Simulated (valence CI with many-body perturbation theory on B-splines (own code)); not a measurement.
# Re⁴⁺: electric-dipole lines

Computed by relativistic CI+MBPT: three valence electrons over a frozen Dirac-Fock core [Xe] 4f14, a basis of 9 s, 9 p, 10 d, 8 f, 5 g, 3 h, 1 i functions for each j, with the one-electron correlation potential Σ1 (screened to all orders), the two-electron term Σ2, the three-electron term Σ3, Breit, model QED; selected single and double excitations, second order for the rest, scaled by the run's own slope (own B-spline code, finite nucleus).

Set against measurement, 62 paired levels are off by 1190 cm⁻¹ on average, the worst by 2237. These come from a selection out of Brasseur, Gamrath and Quinet, At. Data Nucl. Data Tables 157, 101636 (2024). Levels without a partner in it may be off by more, other configurations by 1,000 to 8,000 cm⁻¹. 1 measured level below the end of the list, from 164068 cm⁻¹ on, found no clear computed partner.

Lines 1 to 50 of 225 in falling wavelength, among levels below 20.558 eV, chosen from the strongest by gf and those to the six lowest levels. Wavelengths and rates use the calculated energies, so an error of 1000 cm⁻¹ moves a line at 186.6 nm by 1.9 % and its rate by three times that or more. Electric multipoles are in the length gauge, E1 and E2 with the static RPA response of the core. Weak lines are less certain than strong ones. Lines between different terms over intervals too small for the method are left out, as are lines whose strength nearly cancels. Where a level lies close to another of its J and parity, the split of strength between their lines is uncertain. The highest levels of a list are the least certain.

Names give the largest LS component (configuration and term), which can be under half, so a name can repeat, a term be missing and a line seem to break the LS rules; names also repeat where a configuration has a term twice. Letters in brackets count levels of one name in rising energy.

| λ vac (nm) | λ from measured levels | Upper | Lower | A (s⁻¹) | S (a.u.) |
| --- | --- | --- | --- | --- | --- |
| 186.6 | 183.5 | 5d2.6p 2F°_5/2 [a] | 5d2.6s 2P_3/2 | 7.00e+07 | 1.35e+00 |
| 176.4 | 175.2 | 5d2.6p 4G°_9/2 [a] | 5d2.6s 2F_7/2 | 1.42e+08 | 3.86e+00 |
| 175.6 | 173.0 | 5d2.6p 2F°_5/2 [b] | 5d2.6s 2P_3/2 | 1.02e+08 | 1.64e+00 |
| 175.2 | 173.2 | 5d2.6p 4F°_5/2 [b] | 5d2.6s 2D_3/2 | 7.14e+07 | 1.14e+00 |
| 173.8 | 172.7 | 5d2.6p 4G°_7/2 | 5d2.6s 2F_5/2 | 9.55e+07 | 1.98e+00 |
| 172.2 | 170.8 | 5d2.6p 4F°_7/2 | 5d2.6s 2F_7/2 | 1.50e+08 | 3.02e+00 |
| 169.5 | 167.8 | 5d2.6p 2G°_7/2 [b] | 5d2.6s 2G_7/2 | 8.48e+07 | 1.63e+00 |
| 169.4 | 167.9 | 5d2.6p 4F°_5/2 [a] | 5d2.6s 2F_5/2 | 1.37e+08 | 1.98e+00 |
| 168.5 | 167.0 | 5d2.6p 4G°_9/2 [b] | 5d2.6s 2G_9/2 | 8.38e+07 | 1.98e+00 |
| 166.7 | 166.5 | 5d2.6p 4G°_5/2 | 5d2.6s 4F_5/2 | 1.99e+08 | 2.74e+00 |
| 164.9 | 163.2 | 5d2.6p 2G°_7/2 [b] | 5d2.6s 2G_9/2 | 7.96e+07 | 1.41e+00 |
| 162.6 | 161.8 | 5d2.6p 4D°_3/2 [a] | 5d2.6s 4P_5/2 | 3.52e+08 | 2.98e+00 |
| 162.5 | 161.6 | 5d2.6p 2F°_7/2 | 5d2.6s 2G_7/2 | 1.77e+08 | 3.00e+00 |
| 161.6 | 160.3 | 5d2.6p 4D°_3/2 [b] | 5d2.6s 2D_3/2 | 8.95e+07 | 7.45e-01 |
| 160.6 | 159.5 | 5d2.6p 4D°_3/2 [a] | 5d2.6s 4P_3/2 | 1.14e+08 | 9.34e-01 |
| 160.6 | 159.2 | 5d2.6p 4D°_1/2 [a] | 5d2.6s 4P_1/2 | 4.65e+08 | 1.90e+00 |
| 160.3 | 159.3 | 5d2.6p 2H°_9/2 | 5d2.6s 2G_7/2 | 1.86e+08 | 3.78e+00 |
| 159.5 | 159.4 | 5d2.6p 4G°_5/2 | 5d2.6s 4F_3/2 | 4.09e+08 | 4.92e+00 |
| 158.3 | 157.0 | 5d2.6p 2S°_1/2 | 5d2.6s 4P_3/2 | 2.34e+08 | 9.16e-01 |
| 158.2 | 157.2 | 5d2.6p 2F°_7/2 | 5d2.6s 2G_9/2 | 1.71e+08 | 2.68e+00 |
| 157.4 | 156.3 | 5d2.6p 4S°_3/2 | 5d2.6s 2D_5/2 | 3.85e+08 | 2.96e+00 |
| 157.1 | 155.7 | 5d2.6p 4D°_3/2 [c] | 5d2.6s 2D_5/2 | 1.42e+08 | 1.09e+00 |
| 156.4 | 156.2 | 5d2.6p 4G°_7/2 | 5d2.6s 4F_7/2 | 3.03e+08 | 4.58e+00 |
| 156.2 | 155.1 | 5d2.6p 2H°_9/2 | 5d2.6s 2G_9/2 | 3.07e+08 | 5.78e+00 |
| 155.1 | 153.5 | 5d2.6p 2F°_5/2 [b] | 5d2.6s 2D_5/2 | 2.05e+08 | 2.27e+00 |
| 154.5 | 153.7 | 5d2.6p 4F°_3/2 | 5d2.6s 4F_5/2 | 4.54e+08 | 3.30e+00 |
| 154.0 | 152.4 | 5d2.6p 4D°_5/2 [a] | 5d2.6s 4P_5/2 | 2.27e+08 | 2.46e+00 |
| 153.4 | 152.7 | 5d2.6p 4F°_5/2 [b] | 5d2.6s 2F_5/2 | 1.20e+08 | 1.28e+00 |
| 153.2 | 152.2 | 5d2.6p 4G°_9/2 [b] | 5d2.6s 2F_7/2 | 5.79e+07 | 1.03e+00 |
| 152.8 | 152.3 | 5d2.6p 4F°_5/2 [a] | 5d2.6s 4F_7/2 | 4.38e+08 | 4.63e+00 |
| 152.3 | 150.4 | 5d2.6p 4D°_5/2 [a] | 5d2.6s 4P_3/2 | 1.32e+08 | 1.38e+00 |
| 152.3 | 151.5 | 5d2.6p 4D°_3/2 [b] | 5d2.6s 4P_5/2 | 1.21e+08 | 8.45e-01 |
| 152.0 | 151.7 | 5d2.6p 4G°_9/2 [a] | 5d2.6s 4F_9/2 | 4.24e+08 | 7.36e+00 |
| 150.6 | 149.5 | 5d2.6p 4D°_3/2 [b] | 5d2.6s 4P_3/2 | 3.31e+08 | 2.23e+00 |
| 150.1 | 149.0 | 5d2.6p 2G°_7/2 [b] | 5d2.6s 2F_7/2 | 1.68e+08 | 2.25e+00 |
| 149.0 | 148.4 | 5d2.6p 4F°_7/2 | 5d2.6s 4F_9/2 | 4.72e+08 | 6.16e+00 |
| 148.6 | 147.8 | 5d2.6p 2F°_5/2 [a] | 5d2.6s 2F_7/2 | 9.27e+07 | 9.01e-01 |
| 148.3 | 147.6 | 5d2.6p 4F°_3/2 | 5d2.6s 4F_3/2 | 2.43e+08 | 1.56e+00 |
| 145.8 | 145.4 | 5d2.6p 4P°_3/2 | 5d2.6s 2D_5/2 | 1.47e+08 | 9.01e-01 |
| 145.2 | 143.6 | 5d2.6p 2G°_9/2 | 5d2.6s 2G_7/2 | 1.22e+08 | 1.85e+00 |
| 144.0 | 142.6 | 5d2.6p 2G°_7/2 [a] | 5d2.6s 2F_5/2 | 1.60e+08 | 1.89e+00 |
| 143.8 | 143.4 | 5d2.6p 4G°_7/2 | 5d2.6s 4F_5/2 | 3.51e+08 | 4.12e+00 |
| 142.9 | 142.2 | 5d2.6p 2H°_9/2 | 5d2.6s 2F_7/2 | 4.55e+07 | 6.56e-01 |
| 142.9 | 142.6 | 5d2.6p 4D°_3/2 [b] | 5d2.6s 2F_5/2 | 1.89e+08 | 1.09e+00 |
| 142.1 | 141.3 | 5d2.6p 2G°_7/2 [a] | 5d2.6s 4F_9/2 | 1.13e+08 | 1.28e+00 |
| 141.8 | 140.2 | 5d2.6p 2G°_9/2 | 5d2.6s 2G_9/2 | 8.21e+07 | 1.16e+00 |
| 141.5 | 140.0 | 5d2.6p 2F°_5/2 [b] | 5d2.6s 2D_3/2 | 3.09e+08 | 2.59e+00 |
| 140.7 | 140.2 | 5d2.6p 4F°_5/2 [a] | 5d2.6s 4F_5/2 | 1.05e+08 | 8.67e-01 |
| 140.6 | 139.5 | 5d2.6p 2F°_5/2 [a] | 5d2.6s 4P_5/2 | 2.01e+08 | 1.66e+00 |
| 140.4 | 140.2 | 5d2.6p 4G°_9/2 [a] | 5d2.6s 4F_7/2 | 1.88e+08 | 2.56e+00 |
